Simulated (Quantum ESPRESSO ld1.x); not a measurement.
Values are calculated unless marked as measured or tabulated.
Problem. The mean radii <r> (bohr) of the occupied orbitals of an atom or ion are listed with their occupations. Level of theory: Dirac Kohn-Sham, LDA (Slater exchange, Hedin-Lundqvist correlation), spin-unpolarised, spherical densities, point nucleus (ld1.x of Quantum ESPRESSO 7.5).

| orbital | occ. | <r> |
|---|---|---|
| 1s1/2 | 2 | 0.01632 |
| 2s1/2 | 2 | 0.06809 |
| 2p1/2 | 2 | 0.05591 |
| 2p3/2 | 4 | 0.06470 |
| 3s1/2 | 2 | 0.1771 |
| 3p1/2 | 2 | 0.1675 |
| 3p3/2 | 4 | 0.1836 |
| 3d3/2 | 4 | 0.1596 |
| 3d5/2 | 6 | 0.1644 |
| 4s1/2 | 2 | 0.3917 |
| 4p1/2 | 2 | 0.3932 |
| 4p3/2 | 4 | 0.4278 |
| 4d3/2 | 4 | 0.4336 |
| 4d5/2 | 6 | 0.4448 |
| 5s1/2 | 2 | 0.8768 |
| 4f5/2 | 6 | 0.4646 |
| 4f7/2 | 8 | 0.4711 |
| 5p1/2 | 2 | 0.9404 |
| 5p3/2 | 4 | 1.036 |
| 5d3/2 | 4 | 1.362 |
| 5d5/2 | 6 | 1.421 |
| 6s1/2 | 2 | 2.488 |
| 6p1/2 | 1 | 3.398 |

Name the element and its charge. Open shells, if any, fill j = l - 1/2 first.

Solution. Z = 81, thallium, charge 0: Tl in [Hg] 6p1. The 1s radius gives Z: for a bare nucleus <r> = (2 gamma + 1)/(2Z) with gamma = sqrt(1 - (Z/c)^2), 0.01613 bohr for Z = 81, and screening makes it slightly larger (0.01632 here). The occupations add up to 81, and the charge is Z minus that.
